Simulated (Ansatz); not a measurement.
C3H4O2Si, SMILES [SiH2]1C(CC1=O)=O.

Geometry optimised at B3LYP-D3(BJ)/def2-SVP. The structure was generated by enumeration, and PubChem lists no compound with its InChIKey, so it may never have been made.

Two levels are set side by side: PBE/def2-SVPD (Ansatz, a first-principles code) and PBE0/def2-SVPD (Ansatz). Energy differences of separate SCF runs at the same geometry; the states with an electron removed or added have multiplicity 2 and 2. Differences are taken from unrounded values.

| quantity | PBE0 | PBE | PBE minus PBE0 |
|---|---|---|---|
| vertical ionisation energy (eV) | 8.89 | 8.49 | -0.40 |
| vertical electron affinity (eV) | 0.82 | 0.95 | 0.13 |
| vertical singlet–triplet gap (eV) | 2.20 | 1.80 | -0.40 |
